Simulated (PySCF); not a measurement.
Computed properties of BH5N, SMILES B[NH3+], charge +1

BH5N, SMILES B[NH3+], charge +1. Geometry optimised at PBE0-D3(BJ)/def2-TZVP. The isomer is the one that the SMILES or the coordinates give; other isomers of the formula were not compared. One conformer was computed; it need not be the lowest. All values are computed for the isolated molecule unless a solvent is named; none is compared with measurement here.

**Structure.** The optimised structure has Cs symmetry. All 15 harmonic modes at PBE0-D3(BJ)/def2-TZVP (PySCF) are real, so it is a minimum.

**Vibrations.** The strongest infrared lines (harmonic, unscaled, degenerate partners summed) lie at 1460 cm⁻¹ (194 km/mol, H 83 %, N 17 %), 3497 cm⁻¹ (140 km/mol, H 92 %, N 8 %), 3455 cm⁻¹ (130 km/mol, H 93 %). The softest mode is at 44 cm⁻¹ and the zero-point energy is 37.8 kcal/mol.

**Electronic structure.** r2SCAN/def2-TZVPD (PySCF) places the frontier levels at -15.04 and -8.48 eV, a gap of 6.56 eV and a mean polarisability of 20.2 bohr³.

**Excitations.** TDDFT-M06-2X/def2-TZVPD (PySCF) has S1 at 5.97 eV (208 nm, f = 0.000, dark); the most intense of the 10 singlets computed lies at 11.97 eV (f = 0.14). T1 (TDA) is at 5.35 eV. No vertical singlet excitation falls in the visible range (under 3.1 eV).

**NMR.** GIAO shifts at HF/pcSseg-2 (PySCF) (non-relativistic, atoms alike by connectivity averaged): ¹H from 5.6 to 6.5 ppm against TMS; ¹¹B at 59.2 ppm against BF3.
